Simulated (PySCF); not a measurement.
# What a mistake does to a calculation on GeH6NOSi

All numbers below are calculated, not measured. The program is PySCF 2.14.0, an open-source quantum chemistry code, run on an isolated molecule that a program drew, which may never have been made. The molecule is GeH6NOSi (charge 0, doublet), drawn as the SMILES string `[NH2][GeH2][SiH]O`.

Each row is a Hartree-Fock (HF) and frozen-core CCSD(T) single point in the cc-pV(D+d)Z basis, meant for a local HF minimum. Run 1 is clean. Each other run has one planted mistake out of seven kinds, and not every kind appears here: one electron removed, one electron added, multiplicity raised by two, geometry at a saddle point, minimal basis STO-3G, one bond length entered in bohr, all coordinates scaled. The reference is restricted for singlets and unrestricted otherwise, and also for a bond in bohr. Adding or removing an electron swaps singlet and doublet. Electrons count all cores. HOMO and LUMO are orbital energies over both spins, the gradient is its largest component, and the lowest frequency (negative if imaginary) is given only where the gradient is small. Bond lengths are over the 9 bonds as drawn. T1 is the CCSD diagnostic: over 0.02 (restricted) or 0.045 (unrestricted) a single reference is doubtful. Germanium has the cc-pVDZ-PP basis, with a core potential (ECP10MDF) in place of its 10 inner electrons, and its 3s, 3p and 3d shells are frozen in CCSD(T).

Geometry of the clean run:
```xyz
10
GeH6NOSi, angstrom
N    -1.1866   -0.7411    0.3176
Ge   -1.8535    0.5712    1.4639
Si   -0.1337    2.2516    1.2588
O     0.9862    1.5829    0.2345
H    -0.4600   -1.2970    0.7395
H    -1.8888   -1.3794   -0.0189
H    -3.1935    1.0097    0.8618
H    -2.1255    0.0532    2.8890
H     0.5656    2.5980    2.5204
H     0.6454    0.9231   -0.3576
```

```
run  electrons  basis functions  <S^2>  HOMO (eV)  LUMO (eV)  gradient (hartree/bohr)  lowest frequency (cm^-1)  mean bond (Å)  longest bond (Å)      T1  HF (hartree)  CCSD(T) (hartree)                 mistake
  1         67              104  0.757      -8.28       1.62                  2.9e-05                        56         1.4954             2.413  0.0152    -715.13347         -715.73534                no fault
  2         66              104  0.000     -15.61      -6.31                  5.8e-02                         -         1.4954             2.413  0.0203    -714.86393         -715.46909    one electron removed
  3         68              104  0.000      -0.29       7.80                  6.1e-02                         -         1.4954             2.413  0.0128    -715.10625         -715.73639      one electron added
  4         67              104  0.759      -8.64       0.98                  5.7e-02                         -         1.6105             2.599  0.0179    -715.08635         -715.70575  all coordinates scaled
  5         67              104  1.048      -8.40       0.80                  2.2e-02                         -         1.7339             4.560  0.0514    -715.06734         -715.66808                       ?
  6         67              104  3.771      -3.44      -0.48                  1.0e-01                         -         1.4954             2.413  0.0431    -714.93164         -715.52344                       ?
```

**Which mistake was planted in run 5, and what did it cost?**

The mean bond changes by a factor of 1.159 and the longest by 1.890, so the molecule wasn't scaled as a whole. A length L in bohr read as angstrom grows by (1/0.5292 - 1) L = 0.890 L. The 9 bonds together grew by 9 x 0.2385 = 2.146 Å, which gives L = 2.413 Å. That is bond Ge2-Si3, 2.413 Å in the clean geometry. So the mistake is: one bond length entered in bohr. Subtracting run 1 and multiplying by 627.51 kcal/mol a hartree, the energy moved by 41.5 kcal/mol in HF and 42.2 kcal/mol in CCSD(T).

**Which mistake was planted in run 6, and what did it cost?**

Electrons, basis and geometry are unchanged, and <S^2> is 3.771, beside S(S+1) = 3.75 for a multiplicity of 4. So the mistake is: multiplicity raised by two. Subtracting run 1 and multiplying by 627.51 kcal/mol a hartree, the energy moved by 126.7 kcal/mol in HF and 133.0 kcal/mol in CCSD(T).

Cautions from the logs. Run 2: T1 is over the limit, so its CCSD(T) energy is less reliable; run 5: T1 is over the limit, so its CCSD(T) energy is less reliable.
